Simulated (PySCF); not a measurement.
C4H10O2Zn2, SMILES [O](CC[O][Zn][CH3])[Zn][CH3].

Coordinates come from a B3LYP-D3(BJ)/def2-SVP optimisation. Other conformers were not sampled.

All values below come from B3LYP-D3(BJ)/def2-SVP (PySCF).

Frequencies are harmonic and unscaled.

A small imaginary wavenumber (i) marks a very flat motion, where grid noise or a shallow saddle decides the sign.

| mode | ν (cm⁻¹) | IR (km/mol) | moving atoms (share of kinetic energy) |
|---|---|---|---|
| 1 | 8i | 0.0 | H 99 % |
| 2 | 25 | 1.0 | C 39 %, H 33 %, Zn 15 %, O 12 % |
| 3 | 31 | 0.5 | H 80 %, C 9 % |
| 4 | 50 | 0.9 | C 45 %, O 29 %, H 23 % |
| 5 | 88 | 0.5 | C 49 %, H 29 %, Zn 17 % |
| 6 | 94 | 4.5 | C 43 %, Zn 29 %, H 24 % |
| 7 | 120 | 0.4 | Zn 51 %, C 25 %, H 18 % |
| 8 | 138 | 2.4 | Zn 51 %, C 18 %, O 17 %, H 14 % |
| 9 | 188 | 22.9 | O 53 %, Zn 21 %, H 15 %, C 11 % |
| 10 | 230 | 9.7 | Zn 33 %, C 31 %, O 28 %, H 8 % |
| 11 | 270 | 11.1 | H 44 %, C 27 %, O 26 % |
| 12 | 279 | 32.3 | O 47 %, Zn 23 %, C 21 %, H 9 % |
| 13 | 457 | 10.5 | C 50 %, O 32 %, H 15 % |
| 14 | 526 | 1.7 | C 49 %, O 29 %, H 17 % |
| 15 | 571 | 5.8 | C 55 %, H 23 %, Zn 16 % |
| 16 | 618 | 64.5 | O 45 %, Zn 26 %, C 17 %, H 12 % |
| 17 | 672 | 34.9 | H 80 %, C 17 % |
| 18 | 675 | 67.0 | H 44 %, O 26 %, C 20 %, Zn 9 % |
| 19 | 678 | 20.1 | H 62 %, C 17 %, O 14 % |
| 20 | 715 | 40.7 | H 79 %, C 16 % |
| 21 | 717 | 41.7 | H 81 %, C 16 % |
| 22 | 898 | 24.5 | C 50 %, H 39 %, O 11 % |
| 23 | 929 | 89.1 | H 40 %, O 30 %, C 29 % |
| 24 | 1081 | 160.4 | C 50 %, O 37 %, H 13 % |
| 25 | 1127 | 11.5 | C 49 %, H 44 % |
| 26 | 1156 | 171.4 | C 47 %, O 35 %, H 18 % |
| 27 | 1201 | 4.0 | H 81 %, C 19 % |
| 28 | 1205 | 1.2 | H 81 %, C 19 % |
| 29 | 1250 | 4.9 | H 87 %, C 8 % |
| 30 | 1270 | 4.3 | H 87 %, C 9 % |
| 31 | 1369 | 15.5 | H 78 %, C 21 % |
| 32 | 1394 | 36.1 | H 75 %, C 24 % |
| 33 | 1431 | 1.0 | H 95 % |
| 34 | 1432 | 1.5 | H 95 % |
| 35 | 1436 | 1.0 | H 95 % |
| 36 | 1443 | 1.4 | H 95 % |
| 37 | 1476 | 11.8 | H 92 % |
| 38 | 1484 | 16.4 | H 91 %, C 9 % |
| 39 | 2884 | 133.4 | H 94 % |
| 40 | 2955 | 58.5 | H 92 % |
| 41 | 2980 | 126.5 | H 94 % |
| 42 | 3012 | 20.5 | H 97 % |
| 43 | 3036 | 72.2 | H 90 %, C 10 % |
| 44 | 3039 | 6.9 | H 97 % |
| 45 | 3092 | 25.8 | H 91 %, C 9 % |
| 46 | 3119 | 13.1 | H 91 %, C 9 % |
| 47 | 3139 | 2.6 | H 91 %, C 9 % |
| 48 | 3140 | 3.3 | H 91 %, C 9 % |
